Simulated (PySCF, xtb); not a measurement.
H3Zr, SMILES [ZrH3+] (connectivity only; charge and spin as stated), charge +1, multiplicity 1.

GFN2-xTB (xtb) at its own geometry gives an orbital gap of 2.98 eV.

Geometry optimised at PBE0-D3(BJ)/def2-TZVPD. The geometry has at least one imaginary mode, so it is a saddle point at that level. The spin state was assumed, not searched. The def2 effective core potentials stand for the cores of Zr; spin–orbit coupling is left out.

Q: What does M06-2X/def2-TZVPD run with PySCF give? (Estimate from the structure and the level; the computed values follow.)

A: gap 6.88 eV (levels -15.61 and -8.73 eV).
